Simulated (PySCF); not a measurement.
ZnF2, SMILES [F][Zn][F]. Atoms are numbered in the order given.

```xyz
3

Zn     0.0000     0.0000     0.0000
F      0.0000     0.0000    -1.7405
F      0.0000     0.0000     1.7405
```
Charge 0, spin multiplicity 1.

Coordinates come from a B3LYP-D3(BJ)/def2-TZVP optimisation. The isomer is the one that the SMILES or the coordinates give; other isomers of the formula were not compared.

These are PySCF 2.14.0 with C-PCM-ωB97X/def2-SVP values and carry that method's errors.

The values are the electrostatic part of the solvation free energy, E(continuum) − E(gas) at the gas-phase geometry, in a cavity of scaled van der Waals radii (PySCF's table); cavitation and dispersion terms are not included. A continuum can't describe solvent molecules that bind to the metal. In vacuum the orbital gap is 12.83 eV. The dipole moment in vacuum is 0.00 D.

Estimate the values in water (ε = 78.36), methanol (ε = 32.61), acetone (ε = 20.49). (Estimate from the structure and the level; the computed values follow.)


```json
[
 {"solvent": "water", "ε": "78.36", "ΔG(elec) (kcal/mol)": "-25.2", "dipole (D)": "0.00", "gap (eV)": "13.35"},
 {"solvent": "methanol", "ε": "32.61", "ΔG(elec) (kcal/mol)": "-24.7", "dipole (D)": "0.00", "gap (eV)": "13.34"},
 {"solvent": "acetone", "ε": "20.49", "ΔG(elec) (kcal/mol)": "-24.2", "dipole (D)": "0.00", "gap (eV)": "13.33"}
]
```
